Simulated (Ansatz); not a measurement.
Correlation energies of `SB[SiH2][SeH]` by basis set

```xyz
9

S    -1.435    0.359    1.439
B    -0.399    1.015    0.176
Si    0.651   -0.270   -0.954
Se    0.372   -2.459   -0.345
H    -1.925    1.508    1.945
H    -0.333    2.195    0.012
H     2.094    0.100   -0.948
H     0.177   -0.233   -2.365
H     0.798   -2.215    1.040
```

Total charge 0; spin multiplicity 1. Correlated methods include outer-core shells of Se, which these sets cover unevenly. Scalar relativity is left out up to krypton. Geometry: relaxed with PBE0-D4/def2-TZVP. It is one conformer, not always the lowest. Frozen core, restricted reference, the Gaussian-basis code of Ansatz.

```
     basis      HF (Eh)  MP2 corr.  CCSD corr.       (T)  CCSD(T) total
  def2-SVP  -3113.40935          ?           ?  -0.01821              ?
def2-TZVPP            ?   -0.67736    -0.73048         ?              ?
def2-QZVPP  -3114.04367   -1.01252           –         –              –
```

Problem. Fill in the withheld values. (Best estimate.)

Solution. Computed: def2-SVP MP2 corr.: -0.55332; def2-SVP CCSD corr.: -0.60526; def2-SVP CCSD(T) total: -3114.03282; def2-TZVPP HF (Eh): -3113.97530; def2-TZVPP (T): -0.03074; def2-TZVPP CCSD(T) total: -3114.73652.
